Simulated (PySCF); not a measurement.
**Dipole response of W (tungsten, neutral)**

[Xe] 4f14 5d6, high-spin 5D determinant (an excited configuration). Calculation: PySCF 2.14, in aug-cc-pwCVTZ-PP with ECP60MDF (8s8p7d4f3g, 122 functions); scalar relativity through the core potential. Coupled (time-dependent) response in atomic units; α is the mean over directions.

```tsv
method	mean α (bohr³)	α xx, yy, zz	C₆ (like pair)	S(−4)
PBE0	158.5	213.1, 213.1, 49.15	911.1	578700
```

S(−4) is the Cauchy moment in α(ω) = α(0) + S(−4) ω² + …

Spin-orbit coupling is absent.

α(iu) at PBE0:

```csv
u (hartree),α(iu) (bohr³)
0,158.5
0.0500,63.29
0.100,45.15
0.200,29.40
0.300,21.81
0.500,13.66
0.750,8.747
1.00,6.181
1.50,3.634
2.00,2.410
3.00,1.281
5.00,0.5307
```

The components differ because the open shell of this determinant is not spherical; for a pure term their mean is the scalar polarisability.

Energies and moments cover only the electrons outside the core potential. Spin-orbit coupling, absent here, splits the open shell strongly.
